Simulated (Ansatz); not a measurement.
Ideal-gas functions of Cl2H4OSi2, SMILES `[SiH3]O[SiH](Cl)Cl` at 600 K and 1 bar, from an Ansatz frequency run at PBE0-D4/def2-TZVP.

Molar mass 147.11 g/mol, point group C1 (symmetry number 1), electronic degeneracy 1, moments of inertia 231.382, 363.581, 525.921 u Å². Harmonic wavenumbers (cm⁻¹, unscaled): 19, 34, 70, 180, 253, 320, 501, 590, 634, 725, 730, 811, 838, 954, 955, 973, 1140, 2243, 2247, 2258, 2315.

Use S(trans) = R[1.5 ln M + 2.5 ln T − 1.1517]; rotational temperatures θ = 24.2544 K / I; S(rot) = R[ln(√π/σ · √(T³/θAθBθC)) + 1.5]; for each mode x = 1.438777 ν̃/T, S = R[x/(eˣ − 1) − ln(1 − e⁻ˣ)] and H = RT x/(eˣ − 1); 1 cm⁻¹ = 0.0119627 kJ/mol; R = 8.31446 J/(mol·K).

Question: By hand: the entropy, in J/(mol·K).

Answer: Translation 185.6. Rotation: θ = 0.1048, 0.0667, 0.0461 K, giving 130.4. Vibration, mode by mode: 34.00, 29.16, 23.16, 15.36, 12.60, 10.72, 7.27, 6.09, 5.59, 4.69, 4.65, 3.98, 3.78, 3.04, 3.03, 2.93, 2.14, 0.25, 0.24, 0.24, 0.21, in all 173.1. Electronic 0.0. Sum 489.1 J/(mol·K).

Question: By hand: H − E and G − E in kJ/mol, counted from the electronic energy.

Answer: Zero-point energy ½ × 18790 × 0.0119627 = 112.4; thermal vibration 44.3; translation, rotation and pV give 4 RT = 20.0. H − E = 176.7 kJ/mol, and G − E = 176.7 − 600 × 489.1/1000 = -116.8 kJ/mol.

Vibration gives 35 % of the entropy, 86.3 J/(mol·K) of it from the modes under 150 cm⁻¹: soft modes count most, and the harmonic formula is weakest for them. The sum counts one conformer and one mirror image; others add a mixing term.
